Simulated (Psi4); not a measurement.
Computed with Psi4 with SAPT0/jun-cc-pVDZ, frozen core.

Psi4 input:

```
molecule {
0 1
F 0.46223909 -0.00000000 -0.00000000
H -0.46223909 0.00000000 0.00000000
--
0 1
Si -3.21052367 -1.05450064 -0.03248045
O -2.09290361 0.15798726 0.07521955
H -4.21313062 -0.78157172 -1.09219017
H -3.93660271 -1.24462758 1.24792662
H -2.45014654 -2.27515889 -0.36379384
H -2.39458452 1.04404017 0.28789078
units angstrom
symmetry c1
no_reorient
no_com
}
set basis jun-cc-pvdz
set scf_type df
set freeze_core true
energy('sapt0')
```

Part of the output:

```
    SAPT Results
  --------------------------------------------------------------------------------------------------------
    Electrostatics                -24.71525369 [mEh]     -15.50905583 [kcal/mol]     -64.88988961 [kJ/mol]
      Elst10,r                    -24.71525369 [mEh]     -15.50905583 [kcal/mol]     -64.88988961 [kJ/mol]

    Exchange                       24.86056848 [mEh]      15.60024225 [kcal/mol]      65.27141356 [kJ/mol]
      Exch10                       24.86056848 [mEh]      15.60024225 [kcal/mol]      65.27141356 [kJ/mol]
      Exch10(S^2)                  24.53058621 [mEh]      15.39317525 [kcal/mol]      64.40504523 [kJ/mol]

    Induction                     -10.35813500 [mEh]      -6.49982785 [kcal/mol]     -27.19527971 [kJ/mol]
      Ind20,r                     -13.28923038 [mEh]      -8.33911796 [kcal/mol]     -34.89086955 [kJ/mol]
      Exch-Ind20,r                  6.73258314 [mEh]       4.22475970 [kcal/mol]      17.67639460 [kJ/mol]
      delta HF,r (2)               -3.80148777 [mEh]      -2.38546959 [kcal/mol]      -9.98080476 [kJ/mol]

    Dispersion                     -3.82456518 [mEh]      -2.39995088 [kcal/mol]     -10.04139450 [kJ/mol]
      Disp20                       -4.85870593 [mEh]      -3.04888400 [kcal/mol]     -12.75653066 [kJ/mol]
      Exch-Disp20                   1.03414075 [mEh]       0.64893312 [kcal/mol]       2.71513615 [kJ/mol]
      Disp20 (SS)                  -2.42935296 [mEh]      -1.52444200 [kcal/mol]      -6.37826533 [kJ/mol]
      Disp20 (OS)                  -2.42935296 [mEh]      -1.52444200 [kcal/mol]      -6.37826533 [kJ/mol]
      Exch-Disp20 (SS)              0.60581164 [mEh]       0.38015254 [kcal/mol]       1.59055825 [kJ/mol]
      Exch-Disp20 (OS)              0.42832910 [mEh]       0.26878057 [kcal/mol]       1.12457791 [kJ/mol]

  Total HF                        -10.21282021 [mEh]      -6.40864143 [kcal/mol]     -26.81375576 [kJ/mol]
  Total SAPT0                     -14.03738539 [mEh]      -8.80859232 [kcal/mol]     -36.85515026 [kJ/mol]
```
